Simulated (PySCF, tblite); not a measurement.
Isomers of CH8N2SSi3, one GFN2-xTB conformer each. Single-point energies are computed at PBE0/pcSseg-1 (PySCF, gas phase, no added dispersion term), electronic only.

Question: Rank them by PBE0/pcSseg-1 energy, lowest first (kcal/mol).
A. `[N:1]#[C:2][SiH2:3][SiH2:4][Si@@H:5]([NH2:6])[SH:7]` with C2–Si3–Si4–Si5 49°, Si3–Si4–Si5–N6 -8°, Si4–Si5–N6–H 156° and -60°, Si4–Si5–S7–H 68°
B. `[N:1]#[C:2][Si@@H:3]([SH:4])[N:5]([SiH3:6])[SiH3:7]` with C2–Si3–S4–H -41°, C2–Si3–N5–Si6 -126°

Answer: B (0.0), A (14.8).

As drawn, the higher has an N–H bond and an Si–Si bond, which the lower lacks. GFN2-xTB itself gives, in the same order: 0.0, 49.1. Both levels put the same isomer lowest.

Q: Which frontier levels, dipoles and rotational constants go with these structures?

A: 
```json
{"SMILES": "N#C[Si@@H](S)N([SiH3])[SiH3]", "HOMO (eV, PBE0/pcSseg-1)": "-7.97", "LUMO (eV)": "-1.13", "dipole (D)": "2.84", "A, B, C (MHz)": "1319, 1089, 657.6"}
{"SMILES": "N#C[SiH2][SiH2][Si@@H](N)S", "HOMO (eV, PBE0/pcSseg-1)": "-7.30", "LUMO (eV)": "-1.23", "dipole (D)": "2.68", "A, B, C (MHz)": "1922, 664.1, 565.1"}
```

Q: What happens when harmonic zero-point energies from GFN2-xTB frequencies are added?

A: 
```
                      SMILES  ZPE (kcal/mol)  electronic (kcal/mol)  with ZPE (kcal/mol)
N#C[Si@@H](S)N([SiH3])[SiH3]            50.3                    0.0                  0.0
  N#C[SiH2][SiH2][Si@@H](N)S            52.6                   14.8                 17.2
```

The zero-point energies span 2.3 kcal/mol. The order is unchanged.
